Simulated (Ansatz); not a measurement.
System: C3H8GeI (charge -1, singlet). It need not be the lowest isomer of its formula. Whether it binds its extra electron was not tested at this geometry. 
Geometry from a B3LYP-D3(BJ)/def2-TZVP (Ansatz, a quantum-chemistry and plane-wave program) optimisation:
```
Ge
C 1 1.8220
H 2 1.0869 1 117.97
H 2 1.0869 3 113.52 1 -144.11
C 1 1.9765 2 116.79 3 175.54
H 5 1.0885 1 109.79 2 168.51
H 5 1.0900 6 108.69 1 119.69
H 5 1.0924 6 109.94 7 119.19
C 1 1.9765 2 116.79 3 41.95
H 9 1.0885 1 109.79 2 -168.51
H 9 1.0900 10 108.69 1 -119.69
H 9 1.0924 10 109.94 11 -119.19
I 1 3.0170 2 122.63 3 -71.26
```
Charge -1, spin multiplicity 1.

Total electronic energies in hartree. Cores are frozen in the correlated levels unless marked. No spin-orbit coupling. Frozen are the shells of the preceding noble gas and the d and f shells that filled before the atom's block. Past Kr the def2 sets carry scalar-relativistic core potentials. STO-3G rows are all-electron and non-relativistic. CBS marks a two-point X^-3 extrapolation of the correlation energy; Hartree-Fock from the larger set. [CCSD(T)-MP2]/basis is that difference in the basis named.

```csv
level,program,energy (Eh)
HF/def2-SVP,Ansatz,-2489.96221
HF/def2-QZVPP,Ansatz,-2490.42338
SVWN5/def2-TZVPD,Ansatz,-2489.27011
PBE-D3(BJ)/def2-TZVPD,Ansatz + dftd3,-2493.47112
BLYP/def2-TZVPD,Ansatz,-2493.88360
B97M-V/def2-TZVPD,Ansatz,-2493.55715
B3LYP-D4/def2-TZVPD,Ansatz + dftd4,-2494.13265
PBE0/def2-TZVP,Ansatz,-2493.55705
PBE0/def2-TZVPD,Ansatz,-2493.56003
CAM-B3LYP-D3(BJ)/def2-TZVPD,Ansatz + dftd3,-2494.01921
B2GP-PLYP-D3(BJ)/def2-TZVPD,Ansatz + dftd3,-2492.90976
B2GP-PLYP/def2-TZVPD,Ansatz,-2492.89867
MP2/def2-QZVPPD,Ansatz,-2491.29262
"RI-MP2/CBS(def2-TZVPPD,def2-QZVPPD)",Ansatz,-2491.3352
SCS-MP2/STO-3G,Ansatz,-9019.44556
SCS-MP2/def2-QZVPP,Ansatz,-2491.29999
CCSD/def2-SVP,Ansatz,-2490.65884
CCSD/def2-QZVPP,Ansatz,-2491.33718
"CCSD/CBS(def2-TZVPPD,def2-QZVPPD)",Ansatz,-2491.3754
CCSD(T)/def2-SVP,Ansatz,-2490.68078
CCSD(T)/def2-SVPD,Ansatz,-2490.74280
"RI-MP2/CBS(def2-TZVPPD,def2-QZVPPD)+[CCSD(T)-MP2]/def2-QZVPPD",Ansatz,-2491.4247
"CCSD(T)/CBS(def2-TZVPPD,def2-QZVPPD)",Ansatz,-2491.4217
```

Totals of different functionals don't rank their quality; only differences between species are comparable.
